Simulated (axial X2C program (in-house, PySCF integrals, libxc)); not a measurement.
**SbF: properties at the nuclei**

Computed with an axial X2C code built on PySCF integrals: two-component X2C with atomic mean-field Coulomb and Gaunt terms, Gaussian nuclei, basis Sb dyall-cv3z, F dyall-av3z with contracted cores.

R = 1.928 Å (near the PBE0 minimum at charge 0 of the determinant lowest at the starting distance; the state shown can have its own minimum elsewhere).

Input and command:
```json
{"zs": [51, 9], "q": 0, "bas": ["dyall-cv3z", "dyall-av3z"], "r0": 2.04, "levels": ["PBE0", "HF", "r2SCAN", "LDA", "BP86"], "nst": 3}
```
```bash
python soeom.py task.json out
```

Keys: zs atomic numbers; q charge; bas basis sets; r0 starting distance in Å; levels methods; nst determinants followed.

Determinant lowest in the PBE0 search, Ω = 1 (⟨Sz⟩ = 1.00, ⟨Lz⟩ = 0.00 at PBE0), spin on the atoms Sb 0.99, F 0.00:

```csv
level,Eeff magnitude (GV/cm),Ws magnitude Sb (kHz),A∥/gI Sb (MHz),qzz Sb (a.u.),A∥/gI F (MHz),qzz F (a.u.),μ (D)
PBE0,0.158,0.0556,-1120,4.36,-11.1,1.49,-2.37
HF,2.88,1.83,-997,4.68,13.9,1.45,-2.71
r2SCAN,1.15,0.812,-1120,4.30,-5.78,1.50,-2.22
LDA,1.44,0.697,-1070,4.39,-25.3,1.44,-2.19
BP86,0.799,0.319,-1090,4.23,-20.3,1.45,-2.15
```

Determinant 0.44 eV from it at PBE0 and this distance, Ω = 0 (closed shell), highest spinor 88% Sb p, 8% F p, 2% F d:

```
 level  qzz Sb (a.u.)  qzz F (a.u.)  μ (D)
  PBE0           4.86          1.42  -2.37
    HF           5.08          1.39  -2.70
r2SCAN           5.00          1.39  -2.18
   LDA           4.92          1.37  -2.21
  BP86           4.79          1.38  -2.14
```

Eeff is the effective electric field on the electron electric dipole moment in this Ω state and Ws the scalar–pseudoscalar constant of the nucleus named (defined with the proton number Z and per Ω); A∥ (defined per Ω) follows by multiplying with gI = μI/(I μN); qzz is the electric field gradient, eQq0 = 234.96 MHz × Q/barn × qzz; μ is positive if the F end (last atom) is positive. The operators were transformed with the bare-nucleus X2C matrices; with these basis sets, hyperfine constants and field gradients can be off by tens of per cent, and where levels differ in sign neither size nor sign is settled.

(1) With gI(121Sb) = 1.3454, Q(121Sb) = -0.543 barn (g factors from the IAEA table of nuclear moments by Stone; Q from Pyykkö, Mol. Phys. 2018), turn the PBE0 values of the first state into constants in MHz.

Each state is one determinant with collinear spin, which with several unpaired electrons need not be a pure state. Unrestricted Hartree–Fock can overshoot spin polarisation at the nuclei. In the state Ω = 1 the sign of Eeff differs between levels (HF, r2SCAN against PBE0). A closed determinant beside an open π² or δ² triplet, such as (π1/2)², mixes with its partner pair into the 0⁺ component of the triplet and ¹Σ⁺, so its energy is not that of a level, and 0⁺ can lie lowest. With several open shells hyperfine constants can be off by a factor of several. Where Eeff spreads by more than a factor of two the levels disagree and none is to be relied on. Open-shell Ω = 0 determinants with evenly filled partner blocks cannot be reached by this program, so the Ω shown need not be the lowest component. States lie within half an eV, so the first need not be the ground state. The sign of Ws at Sb differs between levels in the first state. Further determinants of the search, some of them spin-mixed, are not shown. Where a field gradient or hyperfine factor spreads by more than a factor of two over the levels, a constant derived from it is not to be relied on. PBE0 term energies can be off by some tenths of an eV.

Results:

(1) A∥(121Sb) = -1120 × 1.3454 = -1510 MHz; eQq0(121Sb) = 234.96 × (-0.543) × (4.36) = -556 MHz.
